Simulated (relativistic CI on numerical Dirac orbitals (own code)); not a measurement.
Ir⁶⁺ (5d3) in a crystal field

Calculated by Dirac-Coulomb-Breit CI, orbitals from a KLI potential per configuration, model QED, valence Slater integrals scaled by 0.75, one configuration in a parametric crystal field (own radial code).

Field parameters in Wybourne normalisation: Oh B⁴₀ = 21Dq, B⁴₄ = √(5/14) B⁴₀. The field is a parameter set, without covalency.

S and J are read from ⟨S²⟩ = S(S + 1) and ⟨J²⟩ = J(J + 1) of each level; they are not fictitious spins.

Oh, 10Dq = 10000 cm⁻¹, the lowest 10 levels:

| E (cm⁻¹) | Degeneracy | Irrep | S | J |
| --- | --- | --- | --- | --- |
| 0.0 | 4 | Γ8 | 1.36 | 2.12 |
| 9236 | 4 | Γ8 | 1.30 | 2.88 |
| 12570 | 2 | Γ7 | 1.44 | 2.70 |
| 14429 | 4 | Γ8 | 1.00 | 3.26 |
| 15098 | 2 | Γ6 | 1.16 | 3.49 |
| 16019 | 4 | Γ8 | 1.32 | 3.90 |
| 17706 | 4 | Γ8 | 0.98 | 3.54 |
| 18639 | 2 | Γ7 | 1.28 | 3.32 |
| 19803 | 2 | Γ6 | 1.21 | 2.03 |
| 21334 | 2 | Γ6 | 0.93 | 4.24 |

Oh, 10Dq = 41950 cm⁻¹, the lowest 10 levels:

```json
{"E (cm⁻¹)": "0.0", "Degeneracy": "4", "Irrep": "Γ8", "S": "1.43", "J": "3.11"}
{"E (cm⁻¹)": "13457", "Degeneracy": "4", "Irrep": "Γ8", "S": "0.64", "J": "3.78"}
{"E (cm⁻¹)": "16037", "Degeneracy": "4", "Irrep": "Γ8", "S": "0.54", "J": "3.80"}
{"E (cm⁻¹)": "17275", "Degeneracy": "2", "Irrep": "Γ6", "S": "0.54", "J": "3.46"}
{"E (cm⁻¹)": "26738", "Degeneracy": "2", "Irrep": "Γ7", "S": "0.60", "J": "3.63"}
{"E (cm⁻¹)": "29715", "Degeneracy": "4", "Irrep": "Γ8", "S": "0.63", "J": "3.77"}
{"E (cm⁻¹)": "42077", "Degeneracy": "2", "Irrep": "Γ7", "S": "1.46", "J": "3.08"}
{"E (cm⁻¹)": "43130", "Degeneracy": "4", "Irrep": "Γ8", "S": "1.42", "J": "3.07"}
{"E (cm⁻¹)": "43933", "Degeneracy": "4", "Irrep": "Γ8", "S": "1.42", "J": "3.22"}
{"E (cm⁻¹)": "45370", "Degeneracy": "2", "Irrep": "Γ6", "S": "1.44", "J": "3.39"}
```

Oh, 10Dq = 33950 cm⁻¹, the lowest 10 levels:

| E (cm⁻¹) | Degeneracy | Irrep | S | J |
| --- | --- | --- | --- | --- |
| 0.0 | 4 | Γ8 | 1.42 | 3.02 |
| 13118 | 4 | Γ8 | 0.68 | 3.70 |
| 15868 | 4 | Γ8 | 0.56 | 3.82 |
| 17256 | 2 | Γ6 | 0.56 | 3.43 |
| 26100 | 2 | Γ7 | 0.72 | 3.52 |
| 29040 | 4 | Γ8 | 0.77 | 3.81 |
| 34724 | 2 | Γ7 | 1.41 | 3.13 |
| 35794 | 4 | Γ8 | 1.38 | 2.90 |
| 36556 | 4 | Γ8 | 1.36 | 3.39 |
| 37836 | 2 | Γ6 | 1.43 | 3.35 |

Levels of this model without a field, named by their leading LS term (the scale mimics covalency, so terms lie below those of the real free ion): 4F_3/2 0, 4F_5/2 7877, 4F_7/2 13441, 4P_3/2 15629, 4F_9/2 16367, 4P_1/2 18295, 2G_7/2 25397, 2H_9/2 26536 cm⁻¹.
